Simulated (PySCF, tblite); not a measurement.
Isomers of C4H12N2OSi2, one GFN2-xTB conformer each. Single-point energies are computed at PBE0/pcSseg-1 (PySCF, gas phase, no added dispersion term), electronic only.

Question: Rank them by PBE0/pcSseg-1 energy, lowest first (kcal/mol).
A. `[H]/[N:4]=[CH:3]/[C:2](=[CH2:1])[Si@H:5]([OH:6])[SiH2:7][NH:8][CH3:9]` with C1–C2–C3–N4 176°, C1–C2–Si5–O6 -3°, C2–Si5–O6–H -155°, C2–Si5–Si7–N8 150°, Si5–Si7–N8–C9 56°
B. `[CH3:1][CH2:2][O:3][Si@@H:4]([CH2:5][C:6]#[N:7])[SiH2:8][NH2:9]` with C1–C2–O3–Si4 -65°, C2–O3–Si4–C5 -176°, O3–Si4–C5–C6 169°, O3–Si4–Si8–N9 -175°, Si4–Si8–N9–H -177° and 42°
C. `[CH3:1][Si:2]([CH3:3])([CH3:4])[O:5][Si@H:6]([NH2:7])[C:8]#[N:9]` with Si2–O5–Si6–N7 70°, O5–Si6–N7–H 45° and -173°
D. `[CH3:1][C:2](=[O:3])[N:4]1[SiH2:5][CH2:6][NH:7][Si@H:8]1[CH3:9]` with C1–C2–N4–Si5 180°, C2–N4–Si5–C6 -179°, N4–Si5–C6–N7 -12°, Si5–C6–N7–Si8 23°, C6–N7–Si8–C9 -141°
E. `[CH3:1][O:2][CH2:3][Si@@H:4]([CH2:5][C:6]#[N:7])[SiH2:8][NH2:9]` with C1–O2–C3–Si4 -177°, O2–C3–Si4–C5 55°, C3–Si4–C5–C6 61°, C3–Si4–Si8–N9 178°, Si4–Si8–N9–H -52° and 169°

Answer: C (0.0), D (32.2), B (70.0), A (86.3), E (100.7).

As drawn, the lowest has an Si–O bond, which the highest lacks; the highest has an Si–Si bond, which the lowest lacks. GFN2-xTB itself gives, in the same order: 20.0, 0.0, 40.8, 63.3, 88.6. GFN2-xTB puts CC(=O)N1[SiH2]CN[Si@H]1C lowest instead; measured from each level's own lowest isomer, the values differ by up to 32.2 kcal/mol (CC(=O)N1[SiH2]CN[Si@H]1C: 0.0 against 32.2).

Which frontier levels, dipoles and rotational constants go with these structures?

```csv
SMILES,"HOMO (eV, PBE0/pcSseg-1)",LUMO (eV),dipole (D),"A, B, C (MHz)"
C[Si](C)(C)O[Si@H](N)C#N,-8.09,-0.40,4.01,"1605, 745.4, 644.0"
CC(=O)N1[SiH2]CN[Si@H]1C,-6.80,0.36,3.66,"1473, 1228, 719.8"
CCO[Si@@H](CC#N)[SiH2]N,-7.28,-0.66,3.70,"1621, 734.8, 552.4"
[H]/N=C/C(=C)[Si@H](O)[SiH2]NC,-6.48,-1.29,0.72,"1906, 729.6, 582.4"
COC[Si@@H](CC#N)[SiH2]N,-7.48,-0.51,4.25,"1518, 673.7, 544.9"
```

What happens when harmonic zero-point energies from GFN2-xTB frequencies are added?

| SMILES | ZPE (kcal/mol) | electronic (kcal/mol) | with ZPE (kcal/mol) |
| --- | --- | --- | --- |
| C[Si](C)(C)O[Si@H](N)C#N | 98.9 | 0.0 | 0.0 |
| CC(=O)N1[SiH2]CN[Si@H]1C | 99.4 | 32.2 | 32.6 |
| CCO[Si@@H](CC#N)[SiH2]N | 97.7 | 70.0 | 68.8 |
| [H]/N=C/C(=C)[Si@H](O)[SiH2]NC | 96.7 | 86.3 | 84.1 |
| COC[Si@@H](CC#N)[SiH2]N | 96.4 | 100.7 | 98.1 |

The zero-point energies span 3.0 kcal/mol. The order is unchanged.
